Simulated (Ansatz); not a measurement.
Consider the redistribution: `[SiH3][GeH2][SiH2][GeH2][SiH2][GeH3]` + `C[S][GeH3]` → `C[S][GeH2][SiH3]` + `[GeH3][SiH2][GeH2][SiH2][GeH3]`.

Program: Ansatz. Geometries: PBE0-D4/def2-TZVP. ΔE: electronic, gas phase. CCSD(T)/CBS is the MP2 limit (def2-TZVPP, def2-QZVPP) plus CCSD(T) − MP2 in def2-TZVPP, frozen cores. Functionals use def2-TZVPP. B3LYP here is the variant with VWN-RPA as its local correlation; programs differ in this. For Ge outer-core shells are correlated without core-valence functions, which leaves a few kJ/mol of doubt a bond. Scalar relativity is left out up to krypton. One conformer a species, not always the lowest.

```json
{"level": "PBE-D4", "ΔE (kcal/mol)": "1.2", "difference from CCSD(T)/CBS": "-0.3"}
{"level": "r2SCAN-D4", "ΔE (kcal/mol)": "1.2", "difference from CCSD(T)/CBS": "-0.3"}
{"level": "PBE0-D4", "ΔE (kcal/mol)": "1.4", "difference from CCSD(T)/CBS": "-0.1"}
{"level": "B3LYP-D4", "ΔE (kcal/mol)": "1.3", "difference from CCSD(T)/CBS": "-0.2"}
{"level": "ωB97X-V", "ΔE (kcal/mol)": "1.3", "difference from CCSD(T)/CBS": "-0.2"}
{"level": "ωB97M-V", "ΔE (kcal/mol)": "1.5", "difference from CCSD(T)/CBS": "0.0"}
{"level": "B2PLYP", "ΔE (kcal/mol)": "0.7", "difference from CCSD(T)/CBS": "-0.8"}
{"level": "PBE", "ΔE (kcal/mol)": "0.3", "difference from CCSD(T)/CBS": "-1.2"}
{"level": "r2SCAN", "ΔE (kcal/mol)": "0.9", "difference from CCSD(T)/CBS": "-0.6"}
{"level": "PBE0", "ΔE (kcal/mol)": "0.6", "difference from CCSD(T)/CBS": "-0.9"}
{"level": "B3LYP", "ΔE (kcal/mol)": "0.0", "difference from CCSD(T)/CBS": "-1.5"}
{"level": "HF/def2-TZVPP", "ΔE (kcal/mol)": "0.0", "difference from CCSD(T)/CBS": "-1.5"}
{"level": "MP2/def2-TZVPP", "ΔE (kcal/mol)": "1.7", "difference from CCSD(T)/CBS": "0.2"}
{"level": "SCS-MP2/def2-TZVPP", "ΔE (kcal/mol)": "1.3", "difference from CCSD(T)/CBS": "-0.2"}
{"level": "CCSD/def2-TZVPP", "ΔE (kcal/mol)": "1.3", "difference from CCSD(T)/CBS": "-0.2"}
{"level": "CCSD(T)/def2-TZVPP", "ΔE (kcal/mol)": "1.5", "difference from CCSD(T)/CBS": "0.0"}
{"level": "HF/def2-QZVPP", "ΔE (kcal/mol)": "0.0", "difference from CCSD(T)/CBS": "-1.5"}
{"level": "MP2/def2-QZVPP", "ΔE (kcal/mol)": "1.7", "difference from CCSD(T)/CBS": "0.2"}
{"level": "SCS-MP2/def2-QZVPP", "ΔE (kcal/mol)": "1.3", "difference from CCSD(T)/CBS": "-0.2"}
{"level": "HF/CBS(def2)", "ΔE (kcal/mol)": "0.0", "difference from CCSD(T)/CBS": "-1.5"}
{"level": "MP2/CBS(def2)", "ΔE (kcal/mol)": "1.7", "difference from CCSD(T)/CBS": "0.2"}
{"level": "CCSD/CBS(def2)", "ΔE (kcal/mol)": "1.2", "difference from CCSD(T)/CBS": "-0.3"}
{"level": "CCSD(T)/CBS", "ΔE (kcal/mol)": "1.5", "difference from CCSD(T)/CBS": "0"}
```

Largest T1 diagnostic among the species: 0.013.

In def2-TZVPP, CCSD(T) changes the Hartree–Fock value by +1.4 kcal/mol (the triples alone add +0.2 kcal/mol) and MP2 by +1.7 kcal/mol. The D4 term adds +1.3 kcal/mol with B3LYP and +0.9 kcal/mol with PBE0; it sums over pairs of atoms, weighted by their polarisabilities, and B3LYP, whose exchange is more repulsive, gets the larger term.
